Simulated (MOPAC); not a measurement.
Input for MOPAC: PM7 on ClH7Si2 (a complex), monomers drawn apart or pushed together.

```
PM7 1SCF PRECISE CHARGE=0 THREADS=1
ClH7Si2

Si     0.04874445 1     0.00566945 1     0.02378797 1
H      0.53973453 1    -1.38819971 1     0.05790655 1
H      0.06935450 1     0.50378241 1    -1.37126734 1
H      0.92632966 1     0.86328202 1     0.85211315 1
H     -1.33320496 1     0.06924721 1     0.54633631 1
Si     0.14102276 1     1.01094652 1     4.57667018 1
Cl     0.02787438 1    -1.00679282 1     4.13510249 1
H     -0.85583896 1     1.72464004 1     3.75681149 1
H      1.50379527 1     1.48128554 1     4.26519493 1
H     -0.15072179 1     1.18211834 1     6.01336006 1
```

The log:

```
*******************************************************************************
 **                                                                           **
 **                              MOPAC v23.2.5                                **
 **                                                                           **
 *******************************************************************************
 ** MOPAC's Digital Object Identifier: https://doi.org/10.5281/zenodo.6511958 **
 **                                                                           **
 ** Please cite the open-source release paper for use of this MOPAC version:  **
 ** J. E. Moussa and J. J. P. Stewart (2026)                                  **
 ** MOPAC: An open-source semiempirical molecular orbital program             **
 ** J. Open Source Softw., 11(119), 8025, https://doi.org/10.21105/joss.08025 **
 *******************************************************************************

                              PM7 CALCULATION RESULTS

 *******************************************************************************
 *  PM7        - The PM7 Hamiltonian to be used
 *
 *
 *
 *                 CHARGE ON SYSTEM = 0
 *
 *
 *
 *  PRECISE    - TIGHTER CRITERIA TO BE USED
 *  1SCF       - DO 1 SCF AND THEN STOP
 *  THREADS=1  - MULTI-THREADING NOT USED
 *  T=         - A TIME OF 172800.0 SECONDS REQUESTED
 *  DUMP=N     - RESTART FILE WRITTEN EVERY 7200.0 SECONDS REQUESTED
 *******************************************************************************
PM7 1SCF PRECISE CHARGE=0 THREADS=1
 ClH7Si2

   ATOM   CHEMICAL          X               Y               Z
  NUMBER   SYMBOL      (ANGSTROMS)     (ANGSTROMS)     (ANGSTROMS)

     1      Si          0.04874445  *   0.00566945  *   0.02378797  *
     2       H          0.53973453  *  -1.38819971  *   0.05790655  *
     3       H          0.06935450  *   0.50378241  *  -1.37126734  *
     4       H          0.92632966  *   0.86328202  *   0.85211315  *
     5       H         -1.33320496  *   0.06924721  *   0.54633631  *
     6      Si          0.14102276  *   1.01094652  *   4.57667018  *
     7      Cl          0.02787438  *  -1.00679282  *   4.13510249  *
     8       H         -0.85583896  *   1.72464004  *   3.75681149  *
     9       H          1.50379527  *   1.48128554  *   4.26519493  *
    10       H         -0.15072179  *   1.18211834  *   6.01336006  *



          CARTESIAN COORDINATES

    NO.       ATOM           X           Y           Z

     1        Si          0.0487      0.0057      0.0238
     2         H          0.5397     -1.3882      0.0579
     3         H          0.0694      0.5038     -1.3713
     4         H          0.9263      0.8633      0.8521
     5         H         -1.3332      0.0692      0.5463
     6        Si          0.1410      1.0109      4.5767
     7        Cl          0.0279     -1.0068      4.1351
     8         H         -0.8558      1.7246      3.7568
     9         H          1.5038      1.4813      4.2652
    10         H         -0.1507      1.1821      6.0134

 General Reference for PM7:
 "Optimization of Parameters for Semiempirical Methods VI: More Modifications to the
 NDDO Approximations and Re-optimization of Parameters", J. J. P. Stewart, J. Mol. Mod., 1:32, 19 (2013)
 https://link.springer.com/article/10.1007/s00894-012-1667-x

           Empirical Formula: H7 Si2 Cl  =    10 atoms



      MOLECULAR POINT GROUP   :   C1


      RHF CALCULATION, NO. OF DOUBLY OCCUPIED LEVELS = 11


 -------------------------------------------------------------------------------
 PM7 1SCF PRECISE CHARGE=0 THREADS=1
 ClH7Si2



     1SCF WAS SPECIFIED, SO BFGS WAS NOT USED
     SCF FIELD WAS ACHIEVED


                              PM7 CALCULATION
                                                       MOPAC v23.2.5 Linux




          FINAL HEAT OF FORMATION =        -16.39579 KCAL/MOL =     -68.59997 KJ/MOL


          COSMO AREA              =        160.15 SQUARE ANGSTROMS
          COSMO VOLUME            =        156.57 CUBIC ANGSTROMS

          IONIZATION POTENTIAL    =         11.521614 EV
          HOMO LUMO ENERGIES (EV) =        -11.522 -0.400
          NO. OF FILLED LEVELS    =         11
          MOLECULAR WEIGHT        =         98.6793         POINT GROUP:  C1

          MOLECULAR DIMENSIONS (Angstroms)

            Atom       Atom       Distance
            H    10    H     3     7.41898
            H     5    H     9     3.13615
            H     8    H     2     3.03116


          SCF CALCULATIONS        =          1





   ATOM   CHEMICAL          X               Y               Z
  NUMBER   SYMBOL      (ANGSTROMS)     (ANGSTROMS)     (ANGSTROMS)

     1      Si          0.04874445  *   0.00566945  *   0.02378797  *
     2       H          0.53973453  *  -1.38819971  *   0.05790655  *
     3       H          0.06935450  *   0.50378241  *  -1.37126734  *
     4       H          0.92632966  *   0.86328202  *   0.85211315  *
     5       H         -1.33320496  *   0.06924721  *   0.54633631  *
     6      Si          0.14102276  *   1.01094652  *   4.57667018  *
     7      Cl          0.02787438  *  -1.00679282  *   4.13510249  *
     8       H         -0.85583896  *   1.72464004  *   3.75681149  *
     9       H          1.50379527  *   1.48128554  *   4.26519493  *
    10       H         -0.15072179  *   1.18211834  *   6.01336006  *

                             CARTESIAN COORDINATES

   1   Si        0.048744450     0.005669450     0.023787970
   2    H        0.539734530    -1.388199710     0.057906550
   3    H        0.069354500     0.503782410    -1.371267340
   4    H        0.926329660     0.863282020     0.852113150
   5    H       -1.333204960     0.069247210     0.546336310
   6   Si        0.141022760     1.010946520     4.576670180
   7   Cl        0.027874380    -1.006792820     4.135102490
   8    H       -0.855838960     1.724640040     3.756811490
   9    H        1.503795270     1.481285540     4.265194930
  10    H       -0.150721790     1.182118340     6.013360060


           Empirical Formula: H7 Si2 Cl  =    10 atoms



      MOLECULAR POINT GROUP   :   C1


                  EIGENVALUES
 -25.97677 -18.71112 -18.34358 -13.66915 -13.66706 -13.24186 -12.41037 -12.40515
 -12.38863 -11.52427 -11.52161  -0.39951   1.78105   1.78862   2.52532   2.56163
   2.59822   6.45019   8.17213  20.07920  20.14765  20.40847  20.54642  20.67374
  20.86248  20.94199  21.35286  21.37852  21.48973  70.74570  70.87776  70.88159
  71.37423  71.37820


              NET ATOMIC CHARGES AND DIPOLE CONTRIBUTIONS

  ATOM NO.   TYPE          CHARGE      No. of ELECS.   s-Pop       p-Pop       d-Pop
    1         Si          -0.019038        4.0190     0.93805     2.98645     0.09453
    2          H           0.012428        0.9876     0.98757
    3          H           0.004157        0.9958     0.99584
    4          H          -0.002131        1.0021     1.00213
    5          H           0.004923        0.9951     0.99508
    6         Si           0.146369        3.8536     0.94461     2.77913     0.12990
    7         Cl          -0.291943        7.2919     1.98328     5.30652     0.00214
    8          H           0.048291        0.9517     0.95171
    9          H           0.048306        0.9517     0.95169
   10          H           0.048637        0.9514     0.95136
 DIPOLE           X         Y         Z       TOTAL
 POINT-CHG.     0.163     3.062     0.663     3.137
 HYBRID        -0.036    -0.701    -0.121     0.712
 SUM            0.128     2.361     0.542     2.426


          ATOMIC ORBITAL ELECTRON POPULATIONS

     Atom    s        px        py        pz      x^2-y^2     xz        z^2       yz        xy
    1 Si   0.93805   0.99462   1.00093   0.99090   0.02405   0.01530   0.02500   0.01481   0.01537
    2  H   0.98757
    3  H   0.99584
    4  H   1.00213
    5  H   0.99508
    6 Si   0.94461   1.05948   0.67776   1.04189   0.02224   0.01396   0.03096   0.02668   0.03605
    7 Cl   1.98328   1.96239   1.40667   1.93747   0.00091   0.00002   0.00047   0.00044   0.00030
    8  H   0.95171
    9  H   0.95169
   10  H   0.95136

 **********************
 *                    *
 * JOB ENDED NORMALLY *
 *                    *
 **********************




 == MOPAC DONE ==
```

The run finished.

Cost: about 0.05 core-seconds (a rough figure).
